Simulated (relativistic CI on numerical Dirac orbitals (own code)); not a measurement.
Sensitivity of the levels of Mo+ to α and to the nuclear radius

Calculated at this level of theory: Dirac-Coulomb-Breit CI, KLI orbitals optimised for each configuration, valence Slater integrals scaled by 0.85, P86 correlation energy added to each configuration, derivatives by finite differences, QED left out (own radial code, finite nucleus).

Configurations in the expansion (outside the closed core [Kr]): 4d⁵, 4d⁴5s, 4d⁴5p, 4d³5s², 4d³5s5p, 4d⁴5d. Levels of other configurations are missing.

With x = (α/α₀)² − 1 an excitation energy changes as ω = ω₀ + qx; K = 2q/ω₀ is the relative enhancement. Terms are leading LS components, so labels can repeat. The field-shift factor is F = δν/δ⟨r²⟩ for the transition from the lowest level.

Lowest level 4d⁵ ⁶S5/2.

```csv
Level,ω₀ (cm⁻¹),q (cm⁻¹),F (GHz/fm²)
4d⁴5s ⁶D1/2,13450.8,-7405,3.68
4d⁴5s ⁶D3/2,13674.2,-7161,3.69
4d⁴5s ⁶D5/2,14022.2,-6806,3.7
4d⁴5s ⁶D7/2,14470.3,-6382,3.72
4d⁴5s ⁶D9/2,14999.6,-5915,3.73
4d⁵ ⁴G5/2,16551.6,-922,0.343
4d⁵ ⁴G7/2,16645.4,-753,0.338
4d⁵ ⁴G9/2,16721.2,-627.2,0.332
4d⁵ ⁴G11/2,16747.7,-599.7,0.321
4d⁵ ⁴P3/2,17439.1,-2397,1.03
4d⁵ ⁴P5/2,17457.5,-2287,0.932
4d⁵ ⁴P1/2,17553.0,-2333,1.11
4d⁵ ⁴D1/2,18644.4,-1911,1.1
```

For a near-neutral ion this model can misplace configurations by up to about 10,000 cm⁻¹ (more where the count of f electrons changes) and terms by 10 to 25 % of their spread. Rates follow the energies as ν³ (E1, M1) or ν⁵ (E2), so they and the lifetimes can be off by large factors. The fine structure of a lone outer electron comes out too small, for d and f at times inverted, and misplaced configurations move strength between like terms.

Problem. Which transition from the lowest level has the largest |K|?

Solution. 4d⁴5s ⁶D1/2 at 13450.8 cm⁻¹, K = -1.1.
